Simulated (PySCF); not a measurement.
## Sb (antimony, neutral) across methods

[Kr] 4d10 5s2 5p2 5d1, one real determinant (an excited configuration). Calculation: PySCF 2.14, in aug-cc-pwCVTZ-DK3; scalar relativity by spin-free X2C-1e.

```tsv
method	E (hartree)	mean ε 5s β (eV)	mean ε 5p α (eV)	mean ε 5d α (eV)	Σ⟨r²⟩ (bohr²)	⟨S²⟩
PBE0	-6479.93	-15.267	-8.505	-0.563	78.09	3.752
r2SCAN	-6480.27	-14.426	-7.771	-0.169	78.06	3.752
LDA	-6474.09	-14.740	-7.463	-0.162	77.57	3.751
CAM-B3LYP	-6480.61	-16.858	-9.640	-0.996	78.06	3.751
PBE	-6479.86	-14.327	-7.379	-0.226	78.04	3.751
UHF	-6477.46667	-16.936	-11.249	-1.216	79.84	3.756
r2SCANh	-6480.26	-14.807	-8.172	-0.301	78.05	3.752
```

(1) Estimate the same row for M06-L.

⟨L²⟩ = 7.94 against 12 for a pure F term, so this real determinant mixes terms. The outer electron is Rydberg-like, and this basis confines it to a smaller radius and binds it less than a complete one would.

Results:

(1) E (hartree) = -6480.14; mean ε 5s β (eV) = -14.304; mean ε 5p α (eV) = -7.347; mean ε 5d α (eV) = -0.167; Σ⟨r²⟩ (bohr²) = 79.06; ⟨S²⟩ = 3.751.
